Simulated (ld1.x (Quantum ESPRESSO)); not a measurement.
**An all-electron radial function and its pseudo partner (Ba)**

Columns: radius, all-electron u(r) and pseudo u(r) of the 5d shell (level -12.91 eV) of barium in the configuration [Kr] 4d10 5s2 5p6 5d0 6s0 6p0; PBE, scalar-relativistic, TM scheme, ld1.x (Quantum ESPRESSO) 7.5.

```tsv
r (bohr)	all-electron	pseudo
0.191	0.1764	0.0019
0.382	-0.1177	0.0149
0.573	-0.2884	0.0475
0.764	-0.2190	0.1040
0.955	-0.0405	0.1828
1.146	0.1538	0.2775
1.337	0.3237	0.3780
1.528	0.4566	0.4730
1.719	0.5515	0.5528
1.910	0.6123	0.6111
2.101	0.6450	0.6458
2.292	0.6554	0.6585
2.483	0.6491	0.6531
2.674	0.6308	0.6342
2.865	0.6042	0.6065
3.056	0.5723	0.5735
3.247	0.5371	0.5375
3.438	0.5001	0.5002
3.629	0.4623	0.4623
3.820	0.4245	0.4245
4.011	0.3875	0.3875
4.202	0.3518	0.3518
4.393	0.3177	0.3177
4.584	0.2856	0.2856
4.775	0.2557	0.2557
4.966	0.2281	0.2281
```

Task: How many radial nodes do the two functions have?

Result: The all-electron 5d function has n − l − 1 = 2; the pseudo-wave has 0, since the states of the same l below it are removed with the core.

Task: At about which radius was the pseudo-wave matched?

Result: 3.82 bohr. The columns agree to 0.0005 from 3.25 bohr on; several derivatives are matched, so the curves merge somewhat inside the radius.

Task: Is the pseudo-wave norm-conserving?

Result: Yes: the TM scheme keeps the norm inside the radius equal to the all-electron one, which fixes the energy derivative of the logarithmic derivative at the level.
